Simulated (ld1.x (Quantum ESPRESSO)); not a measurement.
## manganese (Mn): from the effect back to the setting (ultrasoft)

Base potential:

```
Element                 : manganese
Generator               : ld1.x (Quantum ESPRESSO) 7.5
Type                    : ultrasoft
Functional              : Wu–Cohen
Relativity              : scalar-relativistic
Frozen core             : [Ne] 3s2
Valence charge          : 13
Reference configuration : 3p6 3d5 4s2 4p0
Partial waves           : 4s (bound): rcut 2.90, rcutus 3.05 bohr; 4s channel at 0.55 Ry: rcut 2.90, rcutus 3.05 bohr; 3p (bound): rcut 1.70, rcutus 1.90 bohr; 4p (bound, empty): rcut 1.70, rcutus 1.90 bohr; 3d (bound): rcut 1.25, rcutus 1.50 bohr; 3d channel at 0.55 Ry: rcut 1.25, rcutus 1.50 bohr
Local potential         : all-electron potential smoothed inside 1.40 bohr (lloc = -1)
Core correction         : a·sin(br)/r model core, default radius (core density twice the valence density)
Augmentation charge     : PSQ, radius 1.30 bohr
```

Cutoffs, loose and tight: the cutoffs (Ry, on a coarse ladder) from which the occupation-weighted sum of valence levels, in a spherical-Bessel basis at the reference potential, stays within 10 and 1 mRy of its value at 400 Ry. They do not see the model core or the augmentation charge, which bear on the density cutoff. Test errors are all-electron minus pseudo excitation energies from the reference, over the configurations 3p6 3d5 4s1 4p0; 3p6 3d5 4s0 4p0; 3p6 3d4 4s0 4p0; 3p5 3d5 4s2 4p0; 3p6 3d3 4s0 4p0; 3p6 3d5 4s1.5 4p0; 3p6 3d5 4s1 4p1; variants that change the core or the reference have their own tests.

A file whose overlap is not positive is unfit for use, and its test errors describe a broken file.

Only the scale of all radii but the core radius (base = 1) is moved (4 further runs of the sweep failed or gave no value and are left out):

| scale of all radii but the core radius (base = 1) | cutoff, loose | cutoff, tight | bound ghosts | largest test error (meV) |
| --- | --- | --- | --- | --- |
| 1.07 | 40 Ry | 70 Ry | s | -138 |
| 1.23 | 30 Ry | 45 Ry | none | +21 over the solved tests; test run stopped at test 4 of 7 (negative rho) |
| 1.32 | 25 Ry | 40 Ry | none | -11 over the solved tests; test run stopped at test 4 of 7 (negative rho), 1 before it not solved |
| 1.38 | 21 Ry | 35 Ry | none | -21 over the solved tests; test run stopped at test 7 of 7 (negative rho), 3 before it not solved |

One more run gave cutoff, loose: 35 Ry; cutoff, tight: 55 Ry; bound ghosts: s; largest test error (meV): -544 over the solved tests; 1 of 7 tests not solved or not reliable. Which value of the scale of all radii but the core radius (base = 1) was used?

1.16. The loose cutoff moves one way along this sweep, from 40 Ry at 1.07 to 21 Ry at 1.38, which places the run between 1.07 and 1.23.
